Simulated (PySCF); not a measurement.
# Deuteron quadrupole couplings in `CCC[Si@H](Cl)SC`

Species: C4H11ClSSi.
SMILES with atom numbers: `[CH3:1][CH2:2][CH2:3][Si@H:4]([Cl:5])[S:6][CH3:7]` (hydrogens: H8, H9, H10 on C1; H11, H12 on C2; H13, H14 on C3; H15 on Si4; H16, H17, H18 on C7)

Cartesian coordinates in Å at the GFN2-xTB level; atoms count from 1:
```xyz
18
C4H11ClSSi angstrom
C     -3.2717   -0.2817   -0.0115
C     -1.9113    0.2548    0.4169
C     -0.7729   -0.3999   -0.3625
Si     0.9267    0.2162    0.1958
Cl     1.1467    2.1909   -0.1967
S      2.4156   -0.9152   -0.8656
C      3.9117   -0.0149   -0.3542
H     -3.4440   -0.0873   -1.0679
H     -4.0664    0.1929    0.5597
H     -3.3255   -1.3560    0.1526
H     -1.8831    1.3356    0.2634
H     -1.7725    0.0727    1.4847
H     -0.9129   -0.2056   -1.4287
H     -0.8304   -1.4821   -0.2379
H      1.1692    0.0395    1.6259
H      4.0529   -0.1224    0.7163
H      4.7440   -0.4629   -0.8855
H      3.8152    1.0318   -0.6231
```

Level: PBE0/pcSseg-1 (PySCF, non-relativistic); Q(2H) = 0.00286 b; rigid geometry, the same for H and D, with no vibrational averaging.

Question: Rank these positions by the coupling χzz of a deuteron there, largest first.
A. H9 (methyl hydrogen)
B. H15 (Si–H hydrogen)
C. H12 (methylene hydrogen)

Answer: A (212 kHz), C (203 kHz), B (109 kHz).

Tabulate Vzz, the asymmetry η and χzz = 234.96 MHz × Q × Vzz for every hydrogen position.

| atom | bonded to | bond length (Å) | Vzz (au) | η | χzz (kHz) |
| --- | --- | --- | --- | --- | --- |
| H8 | C1 | 1.088 | 0.3143 | 0.02 | 211 |
| H9 | C1 | 1.088 | 0.3158 | 0.02 | 212 |
| H10 | C1 | 1.088 | 0.3140 | 0.02 | 211 |
| H11 | C2 | 1.092 | 0.3008 | 0.03 | 202 |
| H12 | C2 | 1.092 | 0.3027 | 0.03 | 203 |
| H13 | C3 | 1.093 | 0.3068 | 0.02 | 206 |
| H14 | C3 | 1.091 | 0.3108 | 0.02 | 209 |
| H15 | Si4 | 1.461 | 0.1617 | 0.02 | 109 |
| H16 | C7 | 1.085 | 0.3155 | 0.04 | 212 |
| H17 | C7 | 1.084 | 0.3184 | 0.04 | 214 |
| H18 | C7 | 1.085 | 0.3120 | 0.04 | 210 |

Average by the element that carries the hydrogen.

on C: 209 kHz over 10 positions, mean bond length 1.089 Å; on Si: 109 kHz over 1 position, mean bond length 1.461 Å.

How does χzz go with the bond length over the 10 C–H bonds?

A straight-line fit has a slope of -10.3 kHz for each 0.01 Å, with a correlation coefficient of -0.84, over lengths from 1.084 to 1.093 Å. The longer bonds have the smaller couplings here.

A static deuteron (I = 1) shows a doublet split by (3/2)χ, (3/4)χ(1 + η) and (3/4)χ(1 − η) with the field along z, y and x of the gradient. What are these for H15?

With |χ| = 108.6 kHz and η = 0.017: 163, 83 and 80 kHz, to first order and without motion.

Geometry: GFN2-xTB, one conformer, isolated molecule. GFN2-xTB bond lengths can be off by several hundredths of an ångström, more for odd bonds, and the gradients follow them. The basis is small and wasn't made for field gradients, so the couplings can be 20 % off.
